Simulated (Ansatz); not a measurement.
Born–Oppenheimer molecular dynamics of Cl2H2Sn (5 atoms, charge 0, multiplicity 1). It starts at the highest image of a converged band, a first-order saddle point between two minima.

Computed with RKS LDA/def2-SVP (Ansatz).

```json
{
 "ensemble": "NVE (velocity Verlet)",
 "time step": "0.5 fs",
 "steps asked": "200",
 "starting velocities drawn for": "300 K",
 "seed": "3789"
}
```

First frame:

```xyz
5
Properties=species:S:1:pos:R:3
Sn 0.281 0.083 -0.406
Cl 1.235 -0.037 2.000
H 1.900 -0.092 0.331
H -0.900 1.348 -0.266
Cl -1.039 -1.849 -0.613
```

(1) How far do the bonds stretch over the last three quarters of this one trajectory? (Pairs bonded in most of those frames.)

## Answers

(1) 
| bond | mean (Å) | spread (Å) | shortest | longest |
| --- | --- | --- | --- | --- |
| Sn1–Cl2 | 2.352 | 0.103 | 2.21 | 2.52 |
| Sn1–H3 | 1.757 | 0.047 | 1.69 | 1.87 |
| Sn1–H4 | 1.749 | 0.055 | 1.63 | 1.87 |
| Sn1–Cl5 | 2.341 | 0.015 | 2.32 | 2.37 |

Mean temperature of the second half: 1995 K. The conserved energy stayed within 0.13 meV per atom of its start (net change -0.013 meV per atom), so the integration is sound. The kinetic energy rose, since the run started high on the potential surface and went downhill. A run of 0.1 ps of so small a system gives no equilibrium averages. The orbitals stay closed-shell, which can raise the energy where a bond breaks towards radicals; this wasn't checked here.

Time of the run: 4.1 min on 1 thread of Arm Neoverse V1 (shared host), peak memory 0.12 GiB.
